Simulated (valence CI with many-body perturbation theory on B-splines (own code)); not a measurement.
**Level structure of Cd⁷⁺**

Calculated by valence CI with perturbative core correlation (CI+MBPT): five valence electrons over a frozen Dirac-Fock core [Kr], radial functions for each j: 7 s, 7 p, 8 d, 6 f, 4 g, 1 h, with the one-electron correlation potential Σ1 (screened to all orders), the two-electron term Σ2, the three-electron term Σ3, Breit, model QED; selected single and double excitations, second order for the rest, scaled by the run's own slope (own B-spline code, finite nucleus).

No measured levels were compared; by estimate terms of the open shell hold to 2 to 4 % of their energy, and close levels can change places; different configurations can be misplaced against each other by 1,000 to 8,000 cm⁻¹. Among the levels kept, up to 710 cm⁻¹ of a level comes from second order outside the variational space, and about a tenth of that is noise between levels of different J, which matters for small intervals. Only levels of the ground parity were solved; by the run's estimate the other parity begins above the list, which can be wrong where configurations are misplaced.

Levels 1 to 31 of 31, with energies above the lowest level, 4d⁵ ⁶S_5/2. "Leading %" is the weight of the configuration and term that name the level; weights of strongly mixed levels are sums over their largest components and can fall short, so below about 35 % the name and the second component can differ from the true leading terms, or belong to a minority configuration. In the jj column 3d3/2^4 stands for four electrons in 3d with j = 3/2.

| No. | Configuration | Term | J | E (cm⁻¹) | Leading % | Leading jj | Second component |
| --- | --- | --- | --- | --- | --- | --- | --- |
| 1 | 4d⁵ | ⁶S | 5/2 | 0.0 | 96 | 4d3/2^2 4d5/2^3 (40 %) |  |
| 2 | 4d⁵ | ⁴G | 5/2 | 30728 | 75 | 4d3/2^4 4d5/2 (39 %) | 9 % 4d⁵ ²F |
| 3 | 4d⁵ | ⁴G | 7/2 | 32091 | 91 | 4d3/2^3 4d5/2^2 (55 %) |  |
| 4 | 4d⁵ | ⁴G | 11/2 | 32478 | 94 | 4d3/2^3 4d5/2^2 (43 %) | 4 % 4d⁵ ²H |
| 5 | 4d⁵ | ⁴G | 9/2 | 32792 | 96 | 4d3/2^2 4d5/2^3 (60 %) |  |
| 6 | 4d⁵ | ⁴P | 5/2 | 34199 | 40 | 4d3/2^3 4d5/2^2 (32 %) | 36 % 4d⁵ ⁴D |
| 7 | 4d⁵ | ⁴P | 3/2 | 35370 | 49 | 4d3/2^3 4d5/2^2 (74 %) | 47 % 4d⁵ ⁴D |
| 8 | 4d⁵ | ⁴P | 1/2 | 37414 | 60 | 4d3/2^2 4d5/2^3 (54 %) | 37 % 4d⁵ ⁴D |
| 9 | 4d⁵ | ⁴D | 7/2 | 39217 | 89 | 4d3/2^2 4d5/2^3 (66 %) | 4 % 4d⁵ ⁴F |
| 10 | 4d⁵ | ⁴D | 1/2 | 42164 | 62 | 4d3/2^2 4d5/2^3 (76 %) | 36 % 4d⁵ ⁴P |
| 11 | 4d⁵ | ⁴D | 5/2 | 42665 | 50 | 4d3/2^3 4d5/2^2 (39 %) | 31 % 4d⁵ ⁴P |
| 12 | 4d⁵ | ⁴D | 3/2 | 43503 | 48 | 4d3/2^2 4d5/2^3 (53 %) | 47 % 4d⁵ ⁴P |
| 13 | 4d⁵ | ²I | 11/2 | 46035 | 87 | 4d3/2^2 4d5/2^3 (55 %) | 10 % 4d⁵ ²H |
| 14 | 4d⁵ | ²I | 13/2 | 47935 | 99 | 4d3/2^2 4d5/2^3 (99 %) |  |
| 15 | 4d⁵ | ²D | 5/2 | 50997 | 34 | 4d3/2 4d5/2^4 (36 %) | 33 % 4d⁵ ²F |
| 16 | 4d⁵ | ²D | 3/2 | 51768 | 48 | 4d3/2^2 4d5/2^3 (61 %) | 48 % 4d⁵ ⁴F |
| 17 | 4d⁵ | ⁴F | 7/2 | 52019 | 44 | 4d3/2^3 4d5/2^2 (68 %) | 36 % 4d⁵ ²F |
| 18 | 4d⁵ | ⁴F | 9/2 | 52294 | 51 | 4d3/2^3 4d5/2^2 (57 %) | 38 % 4d⁵ ²G |
| 19 | 4d⁵ | ⁴F | 5/2 | 55024 | 68 | 4d3/2^2 4d5/2^3 (69 %) | 22 % 4d⁵ ²F |
| 20 | 4d⁵ | ²H | 9/2 | 57607 | 52 | 4d3/2^2 4d5/2^3 (90 %) | 34 % 4d⁵ ⁴F |
| 21 | 4d⁵ | ²F | 7/2 | 57860 | 41 | 4d3/2 4d5/2^4 (55 %) | 31 % 4d⁵ ⁴F |
| 22 | 4d⁵ | ²D | 3/2 | 58574 | 48 | 4d3/2 4d5/2^4 (56 %) | 48 % 4d⁵ ⁴F |
| 23 | 4d⁵ | ²G | 7/2 | 60181 | 61 | 4d3/2^2 4d5/2^3 (67 %) | 36 % 4d⁵ ²F |
| 24 | 4d⁵ | ²F | 5/2 | 62003 | 72 | 4d3/2^2 4d5/2^3 (50 %) | 18 % 4d⁵ ²D |
| 25 | 4d⁵ | ²H | 11/2 | 62439 | 84 | 4d3/2 4d5/2^4 (82 %) | 12 % 4d⁵ ²I |
| 26 | 4d⁵ | ²G | 9/2 | 64033 | 48 | 4d3/2 4d5/2^4 (70 %) | 38 % 4d⁵ ²H |
| 27 | 4d⁵ | ²F | 7/2 | 64595 | 76 | 4d3/2 4d5/2^4 (48 %) | 17 % 4d⁵ ⁴F |
| 28 | 4d⁵ | ²F | 5/2 | 65990 | 52 | 4d5/2^5 (55 %) | 34 % 4d⁵ ²D |
| 29 | 4d⁵ | ²S | 1/2 | 68838 | 94 | 4d3/2^3 4d5/2^2 (38 %) |  |
| 30 | 4d⁵ | ²D | 3/2 | 77335 | 97 | 4d3/2^3 4d5/2^2 (34 %) |  |
| 31 | 4d⁵ | ²D | 5/2 | 79159 | 89 | 4d3/2 4d5/2^4 (44 %) | 8 % 4d⁵ ²F |

Names give the largest LS component (configuration and term), which can be under half, so a name can repeat, a term be missing and a line seem to break the LS rules; names also repeat where a configuration has a term twice.

Where two levels of one J and parity lie close, their mixing, g and order are uncertain.

The ionisation energy to 4d⁴ ⁵D0 of the next ion comes out as 130.53 eV (NIST: 130.1 ± 2.1 eV (theoretical)). All 31 levels together are meant to be complete up to 82059 cm⁻¹.
